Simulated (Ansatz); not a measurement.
Species: C2HF, SMILES `C#CF` (charge 0, multiplicity 1), formula C₂HF.

Task: How many basis functions does frozen-core CCSD(T)/cc-pVTZ // PBE-D3(BJ)/def2-TZVP in Ansatz (a first-principles code) use, how many core orbitals are frozen, and how many electrons are correlated?

Result: 104 basis functions and 3 frozen orbitals, which leaves 16 correlated electrons. Core time is of the order of seconds.
